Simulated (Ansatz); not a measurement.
Calculated with Ansatz (gas phase, PBE0-D4/def2-TZVP geometries, no zero-point term in ΔE). CBS: MP2 limit from def2 TZ/QZ plus the TZ coupled-cluster correction, frozen cores. This one scheme is used for every species. DFT in def2-TZVPP. One conformer a species, not always the lowest.

Consider the formal exchange of groups at a B–N bond: `BN[SiH2]F` + `N[SiH3]` → `B[SiH2]N` + `N[SiH2]F`.

```
         level  ΔE (kcal/mol)  difference from CCSD(T)/CBS
   LDA (SPW92)           37.9                          0.5
     revPBE-D4           35.7                         -1.7
       PBE0-D4           36.3                         -1.1
        r2SCAN           37.1                         -0.3
       r2SCANh           37.2                         -0.2
       LC-ωPBE           36.2                         -1.2
 CCSD/def2-SVP           41.8                          4.4
MP2/def2-TZVPP           39.5                          2.1
MP2/def2-QZVPP           39.2                          1.8
 MP2/CBS(def2)           38.9                          1.5
   CCSD(T)/CBS           37.4                            0
```

Largest T1 diagnostic among the species: 0.012.

Leaving LDA and LC-ωPBE aside and taking each functional with its dispersion term where it has one, the values, not all of them listed here, spread over 2.9 kcal/mol, from revPBE-D4 to CAM-B3LYP-D4. LDA lies +2.1 kcal/mol from PBE without D4. From BLYP to BHLYP (50 % exact exchange), in def2-TZVPP and without D4, ΔE moves by +1.0 kcal/mol. At CCSD(T), def2-SVP lies +5.0 kcal/mol from the extrapolated value and def2-TZVPP +0.6 kcal/mol.
